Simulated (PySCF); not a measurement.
## SiF3: umbrella–stretch map

Method: Ur2SCAN/[Si def2-TZVP, F def2-TZVP], no relativity, density fitting, PySCF.

Rigid scan from the doublet minimum (Si–F 1.584 Å (×3); F–Si–F 107.8° (×3)). Coordinate: rows: all bonds scaled; columns: angle to the threefold axis. Energies in kJ/mol from the minimum.

| scale \ angle | 60 | 66 | 72 | 78 | 84 | 90 |
| --- | --- | --- | --- | --- | --- | --- |
| 0.95 | 101.5 | 47.4 | 42.5 | 77.6 | 143.9 | 192.4 |
| 0.98 | 57.9 | 11.5 | 9.9 | 45.3 | ? | 156.7 |
| 1.00 | 46.8 | 4.6 | 4.7 | 39.9 | 102.5 | 147.6 |
| 1.03 | 51.3 | 14.5 | ? | 50.5 | 109.5 | 150.9 |
| 1.07 | 87.4 | ? | ? | ? | 143.9 | 179.6 |

**Question.** Fill in the five missing cells, row by row.

**Answer.** 109.8, 16.4, 56.3, 59.3, 91.2.

The bond scale of lowest energy on the grid is 1.00 at 60°, 1.00 at 66°, 1.00 at 72°, 1.00 at 78°, 1.00 at 84°, 1.00 at 90°.
